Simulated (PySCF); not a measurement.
TiH4: BP86 against PBE0

Base calculation in PySCF with density fitting and no spin–orbit coupling, BP86/def2-TZVP (no relativity): singlet, Td, Ti–H 1.709 Å (×4); wavenumbers 517 (×3), 576 (×2), 1685 (×3), 1726 cm⁻¹; gap between the highest occupied and lowest empty levels 3.08 eV, polar-tensor charge of Ti 1.33 e, atomisation energy (no zero-point energy) 1120 kJ/mol.

Task: What changes on going to PBE0/def2-TZVP (no relativity)?

Result: The point group stays the same. Changes: mean bond to Ti -0.016 Å, highest wavenumber +84 cm⁻¹, lowest wavenumber 0 cm⁻¹, gap between the highest occupied and lowest empty levels +2.89 eV, polar-tensor charge of Ti +0.13 e, atomisation energy (no zero-point energy) -136 kJ/mol. The new structure has Ti–H 1.693 Å (×4), with wavenumbers 517 (×3), 591 (×2), 1748 (×3), 1810 cm⁻¹.

Only the bonding shown was studied: isomers, or loss of a ligand pair, can lie lower.
